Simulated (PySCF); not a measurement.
W(NH)(S)(SH)2 (H3NS3W), SMILES [SH][W](=[NH])(=[S])[SH], multiplicity 1.

Coordinates come from a B3LYP-D3(BJ)/def2-SVP optimisation. The spin state was assumed, not searched. The structure was generated by enumeration; whether it is a known compound was not checked. The def2 effective core potentials stand for the cores of W; spin–orbit coupling is left out. The values are those of a single conformer.

Method: TDDFT-PBE/def2-SVPD run with PySCF 2.14.0.

Vertical excitations. Gas-phase values at a fixed geometry.

Computed excitation energies, oscillator strengths and character:
```
state  energy (eV)  λ (nm)      f                                                                    main pairs
-----  -----------  ------  -----  ----------------------------------------------------------------------------
S1            3.17     391  0.008                                              HOMO→LUMO 70 %, HOMO→LUMO+1 19 %
S2            3.47     358  0.031                                              HOMO→LUMO+1 58 %, HOMO→LUMO 18 %
S3            3.52     352  0.009                         HOMO−1→LUMO 57 %, HOMO−1→LUMO+1 25 %, HOMO→LUMO+1 9 %
S4            3.60     344  0.010                                          HOMO−1→LUMO+1 67 %, HOMO−1→LUMO 24 %
S5            3.90     318  0.003                                          HOMO−2→LUMO 66 %, HOMO−2→LUMO+1 28 %
S6            4.03     308  0.006                        HOMO−2→LUMO+1 46 %, HOMO−3→LUMO 23 %, HOMO−2→LUMO 20 %
S7            4.20     295  0.018                         HOMO→LUMO+2 40 %, HOMO−3→LUMO 37 %, HOMO−2→LUMO+1 7 %
S8            4.32     287  0.016      HOMO→LUMO+2 45 %, HOMO−3→LUMO+1 22 %, HOMO−3→LUMO 9 %, HOMO−2→LUMO+1 7 %
S9            4.33     287  0.008                        HOMO→LUMO+3 44 %, HOMO−3→LUMO+1 23 %, HOMO−3→LUMO 13 %
S10           4.51     275  0.016  HOMO→LUMO+3 33 %, HOMO−1→LUMO+2 24 %, HOMO−3→LUMO+1 20 %, HOMO−1→LUMO+3 12 %
T1            2.81     442      0                                                                HOMO→LUMO 95 %
T2            2.93     424      0                                                              HOMO→LUMO+1 87 %
T3            3.07     403      0                                                              HOMO−1→LUMO 85 %
T4            3.31     374      0                                                            HOMO−1→LUMO+1 92 %
```
Triplets are in the Tamm–Dancoff approximation, which puts them higher than full response would, so one can lie above its singlet here.
